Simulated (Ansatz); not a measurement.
```xyz
11

N    -0.630    0.601   -1.051
C     0.168    0.841    0.223
Al   -1.256   -0.495    0.482
O    -0.030   -1.738    0.576
Si    1.232   -0.666    0.531
H    -1.220    1.390   -1.283
H    -0.094    0.343   -1.874
H     0.469    1.868    0.389
H    -2.802   -0.581    0.752
H     1.975   -0.520    1.810
H     2.189   -1.042   -0.554
```

The species carries charge 0 and has multiplicity 1. The bonds changed during the relaxation, so this is another structure than the one it started from.

List the B3LYP/def2-TZVPP orbital energies in eV (Ansatz 0.2.0). (Estimate.)

The calculation gave: Occupied: -1798.90, -1524.12, -519.36, -390.98, -276.75, -143.35, -112.09, -98.68, -98.66, -98.65, -72.77, -72.70, -72.65, -25.82, -25.12, -17.96, -14.95, -13.83, -13.28, -11.48, -10.29, -9.90, -9.74, -9.05, -8.12, -7.93, -6.30. Lowest empty: -0.17, -0.02, 0.27, 1.10, 1.67, 1.71, 1.75, 2.00.

B3LYP here is the variant with VWN-RPA as its local correlation; programs differ in this.
